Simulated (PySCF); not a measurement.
C₅H₈FNO.
SMILES with atom numbers: `[CH3:1][N:2]1[CH2:3][CH2:4][C@H:5]([F:6])[C:7]1=[O:8]` (hydrogens: H9, H10, H11 on C1; H12, H13 on C3; H14, H15 on C4; H16 on C5)

Computed by this run: PySCF, PBE0-D3(BJ)/def2-SVP geometry optimisation, gas phase; density fitting, grid level 1; the optimiser is geomeTRIC in internal coordinates, started from a GFN2-xTB structure.

Step 0: E = -11548.7756 eV
```
atom  x, y, z in Å  |  force x, y, z in eV/Å
C1      2.0798    0.3792   -0.3450   -0.502   0.030   0.085
N2      0.6768    0.1967   -0.0978    0.438  -0.708  -0.097
C3      0.0691   -1.1135   -0.1361   -0.218   0.313   0.082
C4     -1.3169   -0.8877    0.4791    0.344   0.591  -0.340
C5     -1.5875    0.5879    0.2112   -0.056  -0.318  -0.309
F6     -2.2198    0.7379   -1.0093    0.169  -0.002  -0.072
C7     -0.1821    1.2112    0.1111   -0.588   0.261   0.355
O8      0.0962    2.3827    0.2022    0.018   0.348  -0.089
H9      2.2986    1.4410   -0.2448    0.082   0.327   0.026
H10     2.3395    0.0489   -1.3539    0.148  -0.097  -0.306
H11     2.6706   -0.1871    0.3788    0.237  -0.158   0.193
H12    -0.0045   -1.4704   -1.1708    0.021  -0.184  -0.240
H13     0.6710   -1.8254    0.4353    0.150  -0.246   0.102
H14    -1.2960   -1.0646    1.5536    0.024  -0.088   0.368
H15    -2.0817   -1.5157    0.0272   -0.301  -0.189  -0.067
H16    -2.2206    1.0881    0.9480    0.033   0.121   0.308
```

Q: Estimate the geometry and energy of step 1. (The exact step hangs on the optimiser's Hessian estimate; all steps are aligned on step 0, rigid shifts and turns removed.)

A: E = -11548.8145 eV, largest force 0.122 eV/Å
```
atom  x, y, z in Å  |  force x, y, z in eV/Å
C1      2.0711    0.3876   -0.3391    0.100  -0.035  -0.030
N2      0.6810    0.1724   -0.0757   -0.070   0.088   0.045
C3      0.0532   -1.1248   -0.1486    0.065  -0.070  -0.004
C4     -1.3171   -0.8770    0.4855   -0.066  -0.072  -0.016
C5     -1.5881    0.5822    0.1944    0.047   0.065   0.090
F6     -2.1461    0.7297   -1.0591   -0.002  -0.028   0.015
C7     -0.1867    1.2028    0.1444    0.042   0.031  -0.092
O8      0.0942    2.3774    0.2204   -0.026  -0.056   0.023
H9      2.2689    1.4641   -0.2384   -0.017  -0.025   0.004
H10     2.3411    0.0677   -1.3613   -0.007   0.014   0.027
H11     2.7048   -0.1665    0.3750   -0.016   0.019  -0.016
H12    -0.0308   -1.4721   -1.1962   -0.003   0.024   0.020
H13     0.6480   -1.8758    0.3998   -0.046   0.017  -0.010
H14    -1.2618   -1.0307    1.5755   -0.005   0.032  -0.047
H15    -2.1107   -1.5245    0.0856    0.026   0.015   0.019
H16    -2.2288    1.0964    0.9262   -0.023  -0.019  -0.030
```

The energy changes by -0.0388 eV. The first-order estimate −F·Δx gives -0.0847 eV and the mean of the old and new forces, exact on a quadratic surface, -0.0381 eV. The step makes an angle of 75° with the force vector and moves no atom by more than 0.089 Å.

The cost below is that of the whole optimisation. On one thread of an Arm Neoverse N1, on a shared host, this took 51 s wall and 0.61 GiB of memory at its peak.
